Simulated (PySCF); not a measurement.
## Radial density of Yb⁴⁵⁺ (ytterbium, charge +45)

UHF, [Ar] 3d7, high-spin 4F determinant. Computed with PySCF 2.14 in an uncontracted even-tempered set (18 s from 9.2 bohr⁻², ratio 2.5; 13 p from 12 bohr⁻², ratio 2.5; 8 d from 12 bohr⁻², ratio 2.5; 4 f from 49 bohr⁻², ratio 2.7; 3 g from 74 bohr⁻², ratio 2.7), with scalar relativity by spin-free X2C-1e.

| r (bohr) | 4πr²ρ (e/bohr) | 4πr²(ρα − ρβ) |
| --- | --- | --- |
| 0.0189 | 88.41 | 0.0169 |
| 0.0317 | 86.52 | 0.2257 |
| 0.0534 | 120.4 | 1.9094 |
| 0.0898 | 93.25 | 9.0628 |
| 0.151 | 85.80 | 17.6060 |
| 0.254 | 51.55 | 8.0111 |
| 0.427 | 2.161 | 0.3167 |
| 0.719 | 0.003274 | 0.0006 |

Densities and radii are taken from the X2C orbitals without a picture-change correction, which distorts them close to the nucleus.

Spin-orbit coupling is strong in this species (close to jj coupling), so the high-spin LS determinant is a model state, not a physical level.
